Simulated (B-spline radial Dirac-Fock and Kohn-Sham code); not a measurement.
# What relativity does to the binding energies of Re⁵⁺

System: Re⁵⁺ in the configuration [Xe] 4f14 5d2.

Both columns are ΔSCF binding energies of the configuration average from a radial atomic solver: non-relativistic Hartree-Fock with a point nucleus, and Dirac-Fock with a finite nucleus and the Coulomb interaction alone, averaged over the two j levels with weights 2j+1.

```csv
shell,Hartree-Fock (eV),Dirac-Fock (eV),shift (eV),shift (%)
1s,66101.5,72113.0,+6011.53,+9.09
2s,11057.9,12655.9,+1597.99,+14.45
2p,10587.0,11119.6,+532.59,+5.03
3s,2628.3,3023.8,+395.48,+15.05
3p,2409.4,2557.8,+148.40,+6.16
3d,2005.3,1987.9,-17.33,-0.86
4s,610.9,708.1,+97.24,+15.92
4p,517.8,552.0,+34.23,+6.61
4d,348.2,343.4,-4.84,-1.39
4f,124.5,113.9,-10.57,-8.49
5s,142.3,159.0,+16.75,+11.77
5p,110.7,115.0,+4.35,+3.93
5d,67.23,65.73,-1.50,-2.23
```

Relativity binds 1s, 2s, 2p, 3s, 3p, 4s, 4p, 5s, 5p more strongly, among those listed most of all 4s in relative terms, and 3d, 4d, 4f, 5d more weakly, because the contracted s and p shells screen the nucleus better.

Values without a named source are computed, but for edge energies of neutral atoms, which are taken from tables.
